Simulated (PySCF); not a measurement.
**First hyperpolarisability: 4-chlorophenylboronic acid, C6H6BClO2**

Cartesian coordinates in Å; atom numbers follow the order of the lines, from 1:
```xyz
16

O    -2.1577    1.3227   -0.3271
B    -1.5412    0.1298   -0.0801
O    -2.2036   -1.0390    0.1635
C     0.0221    0.1004   -0.0756
C     0.7227   -1.0884    0.1757
C     2.1136   -1.1261    0.1829
C     2.8221    0.0490   -0.0667
Cl    4.5550    0.0179   -0.0610
C     2.1581    1.2490   -0.3207
C     0.7667    1.2630   -0.3226
H    -3.1184    1.3037   -0.3227
H    -3.1629   -0.9837    0.1529
H     0.1610   -2.0055    0.3703
H     2.6557   -2.0528    0.3790
H     2.7350    2.1551   -0.5132
H     0.2402    2.2000   -0.5207
```

Computed, not measured: quadratic response CAM-B3LYP/aug-cc-pVDZ first hyperpolarisability, Taylor convention, gas phase in PySCF. Geometry: PBE0-D3(BJ)/def2-SVP.

(1) What is the first hyperpolarisability, and how does it disperse?

(2) Which lowest excitations, dipole and polarisabilities go with it?

Answers

(1) In au, Taylor convention; the vector part is βᵢ = ⅓ Σⱼ (βᵢⱼⱼ + βⱼᵢⱼ + βⱼⱼᵢ); β∥ is 3/5 of the vector part along the dipole, the dipole points from − to +:
```csv
process,λ (nm),β vector norm,β∥,β HRS,depolarisation ratio
"static β(0;0,0)",∞,435.9,-261.6,195.4,3.98
"second harmonic β(−2ω;ω,ω)",1907,469.9,-281.9,209.8,4.03
"Pockels β(−ω;ω,0)",1907,446.8,-268.1,–,–
"second harmonic β(−2ω;ω,ω)",1064,561.3,-336.8,248.3,4.16
"Pockels β(−ω;ω,0)",1064,472.4,-283.5,–,–
```

(2) S1 5.16 eV (f = 0.002); S2 5.53 eV (f = 0.272); S3 6.14 eV (f = 0.000); dipole 4.10 D; isotropic α 106.9 au static, 107.4 au at 1907 nm, 108.3 au at 1064 nm, 108.7 au at 953.5 nm, 113.0 au at 532 nm.
